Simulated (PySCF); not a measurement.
**Working out the ionisation energy of S⁺**

S⁺ [Ne] 3s2 3p3 (4S) → S²⁺ [Ne] 3s2 3p2 (3P). Calculation: PySCF 2.14, in aug-cc-pwCVTZ; the non-relativistic Hamiltonian (point nucleus). Frozen: [Ne]. Energies in hartree (1 hartree = 27.21139 eV):

```tsv
part	S⁺ (lower)	S²⁺ (upper)
UHF	-397.170550	-396.335676
CCSD correlation	-0.111627	-0.091171
(T)	-0.003828	-0.002316
```

Question: What does Hartree-Fock give?

Answer: (-396.335676) − (-397.170550) = 0.834874 hartree = 22.718 eV.

Question: What do CCSD and CCSD(T) give?

Answer: The CCSD correlation energies differ by 0.020456 hartree = 0.557 eV and the triples by 0.001512 hartree = 0.041 eV, so CCSD gives 23.275 eV and CCSD(T) 23.316 eV.

A first-order spin-orbit estimate adds -0.061 eV to CCSD(T) (valence), giving 23.255 eV against 23.338 eV (measured; NIST Atomic Spectra Database, ionization energies).

What remains against the reference includes basis incompleteness, the frozen core and higher excitations.
